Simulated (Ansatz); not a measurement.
`CBBF` + CH₃OH → `CBBOC` + H–F at 400 K and 1 bar (ligand exchange at a B–F bond).

Calculated with Ansatz (gas phase, PBE0-D4/def2-TZVP geometries, no zero-point term in ΔE). CCSD(T)/CBS is the MP2 limit (def2-TZVPP, def2-QZVPP) plus CCSD(T) − MP2 in def2-TZVPP, frozen cores. This one scheme is used for every species. Each species was taken in one conformer, which may not be the lowest.

```csv
species,CCSD(T)/CBS energy (Eh),H − E (kJ/mol),S (J/(mol·K))
`CBBF`,-190.46132,192.8,338.0
CH₃OH,-115.61712,151.2,252.6
`CBBOC`,-205.68526,307.2,392.9
H–F,-100.39570,36.5,182.2
```

H − E and S are ideal-gas, rigid-rotor, harmonic terms from PBE0-D4/def2-TZVP, for one conformer and one mirror image of each species. 1 Eh = 2625.50 kJ/mol, R = 8.31446 J/(mol·K).

Task: By hand: ΔE, ΔH, ΔS and ΔG.

Result: ΔE = (-205.68526) + (-100.39570) − (-190.46132) − (-115.61712) = -0.00252 Eh = -6.6 kJ/mol. Δ(H − E) = 307.2 + 36.5 − 192.8 − 151.2 = -0.3, so ΔH = -6.9 kJ/mol. ΔS = 392.9 + 182.2 − 338.0 − 252.6 = -15.5 J/(mol·K). ΔG = -6.9 − 400 × (-15.5)/1000 = -0.7 kJ/mol.

Task: By hand: the equilibrium constant, and the temperature at which ΔG would vanish if ΔH and ΔS stayed fixed.

Result: log₁₀ K = −ΔG/(RT ln 10) = 0.1. ΔG = 0 at ΔH/ΔS = 445 K, though so small a ΔH makes that figure unsure.

TΔS isn't small against ΔH here. The sign of ΔG lies within the doubt. A doubt of 5 kJ/mol in ΔE shifts log₁₀ K by 0.7 here. Other conformers and mirror images would add mixing entropy, several J/(mol·K) or more a flexible species. These are equilibria of isolated gas molecules and say nothing of rates. Largest T1 diagnostic: 0.013 (customary marks: 0.02 for closed shells, 0.045 for open ones).
